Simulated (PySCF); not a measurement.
Compound: CH6OSe2Si.
Numbering: `[CH3:1][O:2][SiH:3]([SeH:4])[SeH:5]` (hydrogens: H6, H7, H8 on C1; H9 on Si3; H10 on Se4; H11 on Se5)

Method: PySCF, PBE0-D3(BJ)/def2-SVP geometry optimisation, gas phase; density fitting, grid level 1; the optimiser is geomeTRIC in internal coordinates, started from a GFN2-xTB structure with every atom displaced at random (about 0.01 Å).

Step 4: E = -141718.1371 eV
```
atom  x, y, z in Å  |  force x, y, z in eV/Å
C1      1.7585   -0.7894   -0.3297    0.055   0.141  -0.028
O2      0.7440    0.0698   -0.7806    0.060  -0.147  -0.064
Si3    -0.5729    0.5930    0.0609    0.126   0.147   0.108
Se4    -1.5678   -1.2250    1.0174   -0.084  -0.134  -0.042
Se5    -1.7639    1.7010   -1.5179    0.018  -0.021  -0.040
H6      2.4070   -0.2918    0.4106    0.021   0.020   0.032
H7      1.3569   -1.7037    0.1310   -0.075  -0.126   0.048
H8      2.3799   -1.0778   -1.1891   -0.008  -0.005  -0.028
H9     -0.2177    1.5173    1.1813   -0.054   0.039  -0.046
H10    -2.4421   -0.3687    1.8324    0.031   0.019   0.039
H11    -2.6153    2.2750   -0.4679   -0.091   0.066   0.022
```

Step 5: E = -141718.1461 eV
```
atom  x, y, z in Å  |  force x, y, z in eV/Å
C1      1.7289   -0.7751   -0.3166    0.037   0.172  -0.034
O2      0.6908    0.0341   -0.8065    0.130  -0.126  -0.082
Si3    -0.6435    0.5499    0.0103    0.157   0.158   0.186
Se4    -1.6503   -1.2640    0.9543   -0.136  -0.144  -0.028
Se5    -1.7460    1.7014   -1.5960   -0.027  -0.021  -0.030
H6      2.3010   -0.2612    0.4741    0.021   0.027   0.034
H7      1.3556   -1.7219    0.0965   -0.082  -0.158   0.049
H8      2.4163   -0.9964   -1.1450   -0.007  -0.020  -0.028
H9     -0.3421    1.4456    1.1709   -0.011   0.059  -0.090
H10    -2.1629   -0.4453    2.0623    0.025  -0.001   0.021
H11    -2.4811    2.4327   -0.5557   -0.107   0.053   0.003
```

**Question.** Estimate the geometry and energy of step 6. (The exact step hangs on the optimiser's Hessian estimate; all steps are aligned on step 5, rigid shifts and turns removed.)

**Answer.** E = -141718.1548 eV, largest force 0.169 eV/Å
```
atom  x, y, z in Å  |  force x, y, z in eV/Å
C1      1.7312   -0.7789   -0.3145    0.019   0.073  -0.006
O2      0.7019    0.0404   -0.8044    0.057  -0.054  -0.055
Si3    -0.6305    0.5620    0.0155    0.082   0.087   0.119
Se4    -1.6510   -1.2607    0.9435   -0.078  -0.064  -0.036
Se5    -1.7486    1.7065   -1.5902   -0.006  -0.013  -0.016
H6      2.3074   -0.2733    0.4794    0.010   0.013   0.015
H7      1.3445   -1.7254    0.0944   -0.036  -0.078   0.027
H8      2.4163   -1.0064   -1.1435   -0.005  -0.013  -0.014
H9     -0.3279    1.4649    1.1685   -0.003   0.035  -0.054
H10    -2.1593   -0.4526    2.0610    0.021   0.003   0.026
H11    -2.5172    2.4234   -0.5613   -0.061   0.012  -0.006
```

The energy changes by -0.0088 eV. The first-order estimate −F·Δx gives -0.0106 eV and the mean of the old and new forces, exact on a quadratic surface, -0.0085 eV. The step makes an angle of 69° with the force vector and moves no atom by more than 0.038 Å.

What follows is the cost of the whole optimisation. On Arm Neoverse V1, one thread (shared host), this took 2.8 min and 0.56 GiB of memory at its peak.
